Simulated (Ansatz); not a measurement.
The cluster Mg₂S₃, relaxed as a singlet with RKS PBE0-D4/def2-SVP in Ansatz, starting from the GFN2-xTB geometry. Force threshold 0.02 eV/Å.

The structure comes from a short search, and lower isomers may exist.

Start:

```xyz
5

Mg    1.065    1.219   -0.365
Mg   -1.605   -1.428    0.985
S     1.830    1.017    1.712
S    -1.538   -0.026   -0.882
S     0.248   -0.781   -1.451
```

Task: Estimate the energy that the relaxation releases and the steps that it takes.

Result: 320.3 kJ/mol, in 13 steps; 14 s on 4 threads of Arm Neoverse V1 on a shared host. No frequencies were taken in this run, so the end may be a saddle point.

Task: Does the start keep its bonding?

Result: Bonds formed: Mg2–S3, Mg2–S5 (atoms count from 1). Metal–metal contacts that move far: Mg1–Mg2 4.00 to 2.66 Å. The end is the same structure that another start reached, the lowest one found.

Task: Predict the relaxed structure.

Result: 
```xyz
5

Mg    0.7599    1.0775   -0.3834
Mg   -0.4362   -0.8972    0.9434
S     1.0854    0.6039    1.8773
S    -1.5406    0.2848   -0.9531
S     0.1314   -1.0689   -1.4842
```
Bond lengths (bridged metal pairs left out): 6 × Mg–S 2.33 to 2.50 Å; 1 × S–S 2.22 Å.
